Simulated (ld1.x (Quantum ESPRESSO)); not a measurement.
**O (Z = 8): one change to a TM semilocal potential, before and after**

oxygen (O), norm-conserving Troullier–Martins (semilocal form), made with ld1.x (Quantum ESPRESSO) 7.5 (LDA (PZ), scalar-relativistic). Core [He], reference 2s2 2p4. Waves: 2p (bound): rc 1.50 bohr; 2s (bound): rc 0.65 bohr. Local part: the s channel. Core correction: none.

Change: form changed from semilocal to separable (Kleinman–Bylander), still TM; local potential all-electron potential smoothed inside 0.90 bohr (lloc = -2).

Cutoffs: the cutoffs (Ry, on a coarse ladder) from which the occupation-weighted sum of valence levels, in a spherical-Bessel basis at the reference potential, stays within 10 and 1 mRy of its value at 400 Ry; they do not see the model core or the augmentation charge, which bear on the density cutoff. Errors are all-electron minus pseudo energies relative to the spin-unpolarised reference configuration.

Task: Predict the effect on cutoff, ghosts and configuration errors.

Result: The potential gets neither clearly harder nor softer (140 Ry and 300 Ry → 140 Ry and 300 Ry); of the 9 tests that both files solve, the error grows in 2 and shrinks in 2 by more than 15 % and 0.3 meV (median size 80.3 → 80.5 meV); neither file shows a bound ghost. In the semilocal form every listed channel keeps its own potential, so the choice of the local channel does not act on these tests. It acts once the file is put into the separable form. A semilocal file is local in each channel, so a ghost entry of none says nothing of the separable form that plane-wave codes build from it.

| quantity | base | changed |
| --- | --- | --- |
| cutoff, loose | 140 Ry | 140 Ry |
| cutoff, tight | 300 Ry | 300 Ry |
| loose cutoff by channel (10 mRy a level) | p 50 Ry, s 80 Ry | s 70 Ry, p 50 Ry |
| bound ghosts | none | none |
| error for 2s2 2p3, meV [ΔE 16.58 eV] | +3.0 | +16 |
| error for 2s2 2p2, meV [ΔE 50.29 eV] | +124 | +170 |
| error for 2s2 2p1, meV [ΔE 104.26 eV] | +708 | +771 |
| error for 2s1 2p5, meV [ΔE 14.58 eV] | +20 | +20 |
| error for 2s2 2p4.3, meV [ΔE -2.17 eV] | -0.6 | +0.2 |
| error for 2s0 2p6, meV [ΔE 29.23 eV] | +80 | +81 |
| error for 2s1 2p4, meV [ΔE 31.42 eV] | -44 | -27 |
| error for 2s2 2p4 (spin-polarised), meV [ΔE -1.41 eV] | +97 | +99 |
| error for 2s2 2p3 (spin-polarised), meV [ΔE 12.57 eV] | +293 | +317 |
| s: phases at 1.65 bohr within 0.05 rad from the reference energy up to (Ry; the scan ends near 5) | 4.9 | to the end of the scan |
| p: phases at 1.65 bohr within 0.05 rad from the reference energy up to (Ry; the scan ends near 5) | 2.8 | 3.7 |
